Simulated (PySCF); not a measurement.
C7H10NOP.
Cartesian coordinates in Å at the PBE0-D3(BJ)/def2-SVP level; atoms count from 1:
```xyz
20
C7H10NOP angstrom
C     -2.072    1.098   -0.636
C     -1.926   -0.292   -0.073
C     -1.374   -0.512    1.366
P     -0.395   -1.250    0.040
N     -0.005   -2.709   -0.379
C      1.035   -0.219   -0.227
C      2.191   -0.514   -0.893
C      3.014    0.648   -0.782
C      2.292    1.553   -0.061
O      1.094    1.037    0.281
H     -2.919    1.622   -0.162
H     -1.168    1.697   -0.461
H     -2.255    1.069   -1.720
H     -2.783   -0.948   -0.284
H     -0.948    0.370    1.859
H     -1.959   -1.151    2.037
H     -0.773   -3.377   -0.400
H      2.402   -1.462   -1.380
H      4.014    0.792   -1.184
H      2.490    2.567    0.277
```

All values: PBE0/pcSseg-1 (PySCF, non-relativistic), on one gas-phase PBE0-D3(BJ)/def2-SVP geometry that isn't relaxed in the solvent. The solvent is an IEF-PCM continuum (cavity from Bondi-type radii × 1.2). Only the electrostatic response of the medium enters.

Gas phase at PBE0/pcSseg-1: HOMO -6.01 eV, LUMO -0.48 eV, dipole 2.60 D.

What does the continuum do to the energy, the frontier levels and the dipole at PBE0/pcSseg-1 in dichloromethane and methanol?

```tsv
solvent	ε	E(solvent) − E(gas) (kcal/mol)	polarisation term (kcal/mol)	distortion of the solute (kcal/mol)	HOMO (eV)	LUMO (eV)	dipole (D)
dichloromethane	8.93	-7.30	-8.51	1.21	-6.20	-0.50	3.63
methanol	32.61	-8.49	-10.17	1.68	-6.23	-0.52	3.81
```

Polarisation term: ½ Σ q·V over the induced surface charges. Distortion: the rise of the solute's own energy as its density leaves the gas-phase optimum. From dichloromethane to methanol the lowering changes by a factor 1.16, Onsager's factor (ε − 1)/(2ε + 1) by 1.14 and ε itself by 3.7.

Which radius a makes the point-dipole formula ΔE = −[(ε − 1)/(2ε + 1)]·μ²/a³ give the value in methanol, with the gas-phase dipole?

μ = 1.021 au and |ΔE| = 0.01354 Eh give a = 1.76 Å; the farthest nucleus lies 4.22 Å from the centroid of the nuclei, so such a sphere wouldn't even hold the nuclei. The formula assumes a rigid point dipole at the centre of a sphere.

Give the dipole vector in the frame of the coordinates (D, pointing from negative to positive charge), gas and methanol.

Gas (-0.88, 2.43, 0.25), solvent (-1.54, 3.44, 0.55). Its length changes by +47 % and its direction by 5°.

Which Hirshfeld charges (PBE0/pcSseg-1) respond most in dichloromethane (means over atoms taken as equivalent)?

```
atoms                        environment  gas (e)  solvent (e)  change
   N5         nitrogen bonded to P and H   -0.399       -0.441  -0.042
  H20                  aromatic hydrogen   +0.068       +0.080  +0.012
   C7                 aromatic CH carbon   -0.065       -0.075  -0.010
  H14                   methine hydrogen   +0.047       +0.056  +0.009
   C6        substituted aromatic carbon   +0.005       -0.003  -0.008
  H16                 methylene hydrogen   +0.050       +0.058  +0.008
  H19                  aromatic hydrogen   +0.062       +0.069  +0.007
   C2     sp3 carbon bound to phosphorus   -0.076       -0.070  +0.006
   C3     sp3 carbon bound to phosphorus   -0.138       -0.133  +0.005
   C9  aromatic CH next to a ring oxygen   +0.015       +0.020  +0.005
  H15                 methylene hydrogen   +0.044       +0.048  +0.004
  H18                  aromatic hydrogen   +0.065       +0.062  -0.003
```

Which Mayer bond orders change most in dichloromethane?

| bond | length (Å) | gas | solvent | change |
| --- | --- | --- | --- | --- |
| P4–N5 | 1.567 | 1.821 | 1.778 | -0.043 |
| C3–P4 | 1.806 | 0.834 | 0.856 | +0.022 |
| P4–C2 | 1.810 | 0.809 | 0.826 | +0.017 |
| C6–C7 | 1.366 | 1.546 | 1.532 | -0.014 |
| C2–H14 | 1.100 | 0.934 | 0.928 | -0.006 |
| C3–H16 | 1.096 | 0.940 | 0.935 | -0.005 |
| C9–O10 | 1.348 | 1.080 | 1.076 | -0.004 |
| C3–H15 | 1.097 | 0.929 | 0.925 | -0.004 |
